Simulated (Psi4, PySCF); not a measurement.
H$_{2}$BiF (SMILES [F][BiH2]), singlet, at a GFN2-xTB geometry (such geometries of metal compounds can be far from the true shape) (core potentials on Bi), atoms displaced at random by about 0.08 Å a coordinate. Base run: TPSS/def2-SVP, gradient run with PySCF.

Input for PySCF:
```python
from pyscf import gto, scf, dft

mol = gto.Mole()
mol.atom = '''
    Bi    0.04332282   -0.11567018    0.18716430
    H    -1.52297852    0.30390896   -1.08446882
    H     0.32051111   -1.62504008   -0.93946788
    F     1.06313118    1.23045807   -0.99167584
'''
mol.basis = 'def2-svp'
mol.ecp = {'Bi': 'def2-svp'}
mol.verbose = 4
mol.build()

mf = dft.RKS(mol)
mf.xc = 'tpss'
mf.kernel()
g = mf.nuc_grad_method()
grad = g.kernel()
```

Programs used: Psi4, PySCF; a row that names a program was run with it.

The coordinate followed is y of atom 2.

Variants of this job, named by their change:

| change | dE/dx (Eh/bohr) | net force (Eh/bohr) |
|---|---|---|
| base | 0.010259 | 0.000152 |
| code = psi4 | 0.010240 | 0.000286 |
| finite difference step (bohr) = 0.05; conv_tol = 1e-11 | 0.010259 | - |
| finite difference step (bohr) = 0.2; conv_tol = 1e-11 | 0.010255 | - |
| finite difference step (bohr) = 0.01; conv_tol = 1e-11 | 0.010260 | - |
| grids.level = 5; grid_response = off | 0.010257 | 0.000037 |
| conv_tol = 1e-4 | 0.010379 | 0.000152 |
| density fitting = on | 0.010251 | 0.000152 |
| finite difference step (bohr) = 1e-5; conv_tol = 1e-11 | 0.010260 | - |
| grids.level = 0; grid_response = on | 0.010266 | 0.000000 |
| conv_tol = 1e-11 | 0.010259 | 0.000152 |
| grid_response = on | 0.010259 | 0.000000 |

The net force is zero for an exact gradient.
